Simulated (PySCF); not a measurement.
Radial density of Se(2+) (selenium, charge +2)

UHF, [Ar] 3d10 4s2 4p2, high-spin 3P determinant. Calculation: PySCF 2.14, in cc-pVDZ-PP with ECP10MDF (4s3p2d, 23 functions); a scalar-relativistic core potential. This is the valence pseudo-density: the core potential removes the inner electrons and smooths the orbitals near the nucleus.

```json
{"r (bohr)": "0.000659", "4πr²ρ (e/bohr)": "2.947e-05", "4πr²(ρα − ρβ)": "0.0000"}
{"r (bohr)": "0.00111", "4πr²ρ (e/bohr)": "8.325e-05", "4πr²(ρα − ρβ)": "0.0000"}
{"r (bohr)": "0.00186", "4πr²ρ (e/bohr)": "0.0002345", "4πr²(ρα − ρβ)": "0.0000"}
{"r (bohr)": "0.00313", "4πr²ρ (e/bohr)": "0.0006553", "4πr²(ρα − ρβ)": "0.0000"}
{"r (bohr)": "0.00527", "4πr²ρ (e/bohr)": "0.001791", "4πr²(ρα − ρβ)": "0.0000"}
{"r (bohr)": "0.00887", "4πr²ρ (e/bohr)": "0.004618", "4πr²(ρα − ρβ)": "0.0000"}
{"r (bohr)": "0.0149", "4πr²ρ (e/bohr)": "0.01038", "4πr²(ρα − ρβ)": "0.0000"}
{"r (bohr)": "0.0251", "4πr²ρ (e/bohr)": "0.01883", "4πr²(ρα − ρβ)": "0.0000"}
{"r (bohr)": "0.0422", "4πr²ρ (e/bohr)": "0.03512", "4πr²(ρα − ρβ)": "0.0000"}
{"r (bohr)": "0.0710", "4πr²ρ (e/bohr)": "0.1453", "4πr²(ρα − ρβ)": "0.0001"}
{"r (bohr)": "0.119", "4πr²ρ (e/bohr)": "1.146", "4πr²(ρα − ρβ)": "0.0007"}
{"r (bohr)": "0.201", "4πr²ρ (e/bohr)": "6.719", "4πr²(ρα − ρβ)": "0.0194"}
{"r (bohr)": "0.338", "4πr²ρ (e/bohr)": "24.04", "4πr²(ρα − ρβ)": "0.1685"}
{"r (bohr)": "0.568", "4πr²ρ (e/bohr)": "29.89", "4πr²(ρα − ρβ)": "0.1044"}
{"r (bohr)": "0.955", "4πr²ρ (e/bohr)": "8.707", "4πr²(ρα − ρβ)": "0.2395"}
{"r (bohr)": "1.61", "4πr²ρ (e/bohr)": "3.122", "4πr²(ρα − ρβ)": "1.2400"}
{"r (bohr)": "2.70", "4πr²ρ (e/bohr)": "0.8141", "4πr²(ρα − ρβ)": "0.5128"}
{"r (bohr)": "4.55", "4πr²ρ (e/bohr)": "0.03124", "4πr²(ρα − ρβ)": "0.0251"}
{"r (bohr)": "7.65", "4πr²ρ (e/bohr)": "3.264e-05", "4πr²(ρα − ρβ)": "0.0000"}
```

Energies and moments cover only the electrons outside the core potential.
